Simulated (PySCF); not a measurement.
Sm2S3 at several levels of theory

Computed with PySCF 2.14.0 (density fitting, no spin-orbit coupling) at the geometry relaxed with PBE0:

```xyz
5
Sm2S3 (singlet in the valence; each metal's 4f electrons, 5 of them, lie in its core potential, out of spins and levels)
Sm   -0.6408   -0.0622    2.4018
Sm   -0.6408   -0.0622   -2.4018
S    -1.6582   -0.1609    0.0000
S     1.6916    0.1642    2.6269
S     1.6916    0.1642   -2.6269
```

```json
{"level": "PBE0", "basis": "Sm lcecp-1-SVP with ECP51, S def2-SVP", "state": "singlet", "HOMO (eV)": "-5.52", "gap (eV)": "3.21", "charge on Sm1 (e)": "0.68", "population of f-type functions on Sm1 (polarisation alone where 4f lies in the core)": "0.04", "dipole about the centre of mass (D)": "12.05", "largest force component (eV/Å)": "0.02"}
{"level": "PBE0", "basis": "Sm lcecp-1-TZVP with ECP51, S def2-TZVP", "state": "singlet", "HOMO (eV)": "-5.52", "gap (eV)": "3.20", "charge on Sm1 (e)": "1.06", "population of f-type functions on Sm1 (polarisation alone where 4f lies in the core)": "0.04", "dipole about the centre of mass (D)": "12.57", "largest force component (eV/Å)": "0.07"}
```

In the lcecp rows the 4f levels are missing from HOMO and gap, and the state counts the valence alone.

Charges are Mulliken's, which hang on the basis. The relaxation used the grid (50, 194), these runs (75, 302) or, all-electron (x2c bases, spin-free X2C Hamiltonian), (99, 590).

Order these levels, in the first row's basis, by the HOMO–LUMO gap they give here, smallest first.
A. TPSS
B. HF
C. M06-L
D. r2SCAN

A (1.85 eV), D (2.20 eV), C (2.51 eV), B (7.06 eV).

And their other results?


```
 level    state  HOMO (eV)  gap (eV)  charge on Sm1 (e)  population of f-type functions on Sm1 (polarisation alone where 4f lies in the core)  dipole about the centre of mass (D)  largest force component (eV/Å)
r2SCAN  singlet      -4.70      2.20               0.69                                                                                  0.04                                11.88                            0.29
  TPSS  singlet      -4.56      1.85               0.67                                                                                  0.04                                11.56                            0.53
 M06-L  singlet      -4.51      2.51               0.84                                                                                  0.04                                12.19                            0.19
    HF  singlet      -7.61      7.06               0.93                                                                                  0.05                                14.75                            0.66
```

In the first row's basis the gap widens with exact exchange: 1.8 to 2.5 eV for TPSS, r2SCAN, M06-L (none); 3.2 eV for PBE0 (a fixed share); 7.1 eV for Hartree–Fock (rising or full at long range).

A frequency check found unstable modes (1, the lowest at -33 cm⁻¹), so the relaxed geometry is a saddle point, or these are noise. An lcecp potential fixes the number of 4f electrons, so in runs with it no electron can move into or out of that shell.
